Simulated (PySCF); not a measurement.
Molecule: SMILES Br[SiH2][SiH2]c1ccccc1. Atoms near the plane z = 0.0 Å, at the GFN2-xTB optimised geometry (x, y, z in Å): Si3 (-1.3, -2.1, 0.0), C4 (-0.4, -0.5, 0.0), C5 (-1.1, 0.8, 0.0), C6 (-0.3, 1.9, 0.0), C7 (1.0, 1.9, 0.0), C8 (1.7, 0.7, 0.0), C9 (1.0, -0.5, 0.0), H13 (-2.8, -1.8, 0.0), H14 (-2.1, 0.8, 0.0), H15 (-0.9, 2.9, 0.0), H16 (1.6, 2.9, 0.0), H17 (2.8, 0.7, 0.0), H18 (1.5, -1.4, 0.0).

Level of theory: PBE/def2-SVP run with PySCF. Cells within 0.4 Å of a nucleus heavier than hydrogen are left out (blank, or x). The values are rescaled to run from 0 to 1.

```
|00000000000000000000000000000|
|00000000000000000000000000000|
|00000000003540000034200000000|
|00000000069995000499950000000|
|00000000399998101899993000000|
|00000000499999302999994000000|
|00000000189999424999982000000|
|00000000038997565899940000000|
|0000000000363xx9xx47300000000|
|0000014421262xx9xx26201110000|
|00001799975896565698468985000|
|00003999995x6731386x699999200|
|0000299999xxx51015xx599999300|
|0000049999528731486x699999200|
|00000015644885574697479996000|
|000000000036xx39xx35101220000|
|0001343101572x58xx67300000000|
|00289999637997665999820000000|
|00599999910288415999981000000|
|0069999981x605202999982000000|
|0059999954xx02100599830000000|
|00289999506203100000000000000|
|00037876311253100000000000000|
|00001111134542000000000000000|
|00000000112320000233200000000|
|00000000001100002444310000000|
|00000000000000013454310000000|
|00000000000000013443200000000|
|00000000000000013332100000000|
```
Scale: ten equal steps from 0.000 (start of '0') to 1.00 (end of '9'), in the order '0123456789'; x runs from -5.00 to 5.00, y from -5.00 (bottom) to 5.00 (top).

### Question
Which quantity is mapped?
A. electron localisation function
B. electrostatic potential
C. Laplacian of the electron density
D. log10 of the electron density

### Answer
A, electron localisation function
